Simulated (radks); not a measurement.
These are the eigenvalues of the occupied orbitals of an atom or ion with whole-number occupations (hartree). All-electron calculation, scalar-relativistic Kohn-Sham, r2SCAN, spin-polarised, spherical densities, finite nucleus; meta-GGA in the generalised Kohn-Sham scheme; Fermi nuclear charge, rms radius of each element as measured or else 0.836 A^(1/3) + 0.57 fm. Program: a radial shooting solver on a logarithmic mesh with Libxc functionals.

| orbital | eigenvalue |
|---|---|
| 1s down | -2884.999 |
| 1s up | -2884.999 |
| 2s up | -508.0970 |
| 2s down | -508.0934 |
| 2p up | -440.3523 |
| 2p down | -440.3495 |
| 3s up | -119.9718 |
| 3s down | -119.9714 |
| 3p up | -100.1539 |
| 3p down | -100.1531 |
| 3d up | -78.60336 |
| 3d down | -78.60121 |
| 4s up | -26.24579 |
| 4s down | -26.24288 |
| 4p up | -19.71806 |
| 4p down | -19.71555 |
| 4d up | -11.74427 |
| 4d down | -11.74127 |
| 5s up | -4.12663 |
| 5s down | -4.10599 |
| 4f up | -2.90253 |
| 4f down | -2.89800 |
| 5p up | -2.42923 |
| 5p down | -2.40312 |
| 5d up | -0.54231 |
| 5d down | -0.51328 |

Which element is it, and in what charge state? The configuration may be excited. Open shells, if any, are filled with parallel spins first.

Answer. Z = 78, platinum, charge +1: Pt+ in [Xe] 4f14 5d9. The list shows which subshells hold electrons but not how many an open one holds; the 1s level, -2885 hartree, gives Z - s = 76.0 by -(Z - s)^2/2, which with screening and relativity narrows Z to a few neighbours, and the depths of the outer levels then fix element, charge and occupations together.
